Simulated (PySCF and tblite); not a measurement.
Results of a calculation; reference values are marked as such.
3 regioisomers of C₁₁H₁₄:

```csv
isomer,SMILES
A,[CH3:1][CH:2]([CH3:3])[c:4]1[cH:5][cH:6][cH:7][c:8]2[c:9]1[CH2:10][CH2:11]2
B,[CH3:1][CH:2]([CH3:3])[C@@H:4]1[CH2:5][c:6]2[cH:7][cH:8][cH:9][cH:10][c:11]21
C,[CH3:1][CH:2]([CH3:3])[c:4]1[cH:5][cH:6][c:7]2[c:8]([cH:9]1)[CH2:10][CH2:11]2
```

Protocol: conformer search, at most 5 conformers an isomer, GFN2-xTB geometries, energies B3LYP/6-31G* (D3(BJ) added where defined), weights at 298.15 K with GFN2-xTB thermal terms. Programs: PySCF with density fitting and tblite.

Task: Rank the isomers by free energy at 298.15 K.

Result: 
```csv
isomer,ΔG (kcal/mol),"ΔE, lowest conformer",conformers,largest weight %,rms dipole (D)
A,0.0,0.0,2,72,0.46
B,1.2,0.7,3,66,0.40
C,1.2,1.1,2,56,0.23
```

ΔG is for one enantiomer.
